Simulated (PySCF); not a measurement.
GeHBr, SMILES [Br][GeH] (connectivity only; charge and spin as stated), neutral, multiplicity 1. Geometry optimised at PBE0-D3(BJ)/def2-TZVP.

TDDFT-CAM-B3LYP/def2-TZVPD run with PySCF puts the lowest singlet excitations at 2.62, 4.41, 4.90, 5.23, 5.32, 6.39 eV.

**Question.** What are the lowest excitation roots from ADC(2)/aug-cc-pVDZ (PySCF)? (Estimate from the structure and the level; the computed values follow.)

**Answer.** 2.73, 4.54, 4.77, 5.43, 5.58, 6.19 eV. S1 differs by 0.12 eV (second minus first; roots are paired by order, and the bases may differ).
